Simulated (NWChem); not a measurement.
# GaNH$_{2}$BrF; SMILES [NH2][Ga]([F])[Br]

```xyz
6

Ga     0.0161     0.7555    -0.0201
F      1.5755     1.5354     0.0821
Br    -0.0265    -1.5092    -0.0112
N     -1.4412     1.7852    -0.1261
H     -2.3814     1.4175    -0.1872
H     -1.4021     2.7964    -0.1280
```
Atoms are numbered in this order, from 1.

Level: PBE0/def2-SVP (NWChem), optimised geometry, unscaled harmonic frequencies. This build's default masses of Se (78.918 u) and Br (79.917 u) are each other's, which moves their modes by up to 0.6 %.

| frequency (cm⁻¹) | IR intensity (km/mol) |
|---|---|
| 108 | 164.6 |
| 125 | 3.3 |
| 173 | 15.9 |
| 200 | 30.6 |
| 315 | 30.0 |
| 374 | 0.3 |
| 702 | 32.3 |
| 738 | 104.9 |
| 769 | 69.0 |
| 1504 | 28.7 |
| 3635 | 55.9 |
| 3752 | 63.2 |

```json
{
 "zero_point_energy": "17.7 kcal/mol",
 "thermal correction to the enthalpy at 298.15 K (with zero-point energy)": "22.3 kcal/mol",
 "heat capacity Cv": "19.1 cal/(mol K)",
 "entropy at 298.15 K and 1 atm (symmetry number 1)": "83.3 cal/(mol K)",
 "dipole_moment": "3.00 D"
}
```

Rigid rotor and harmonic oscillator.
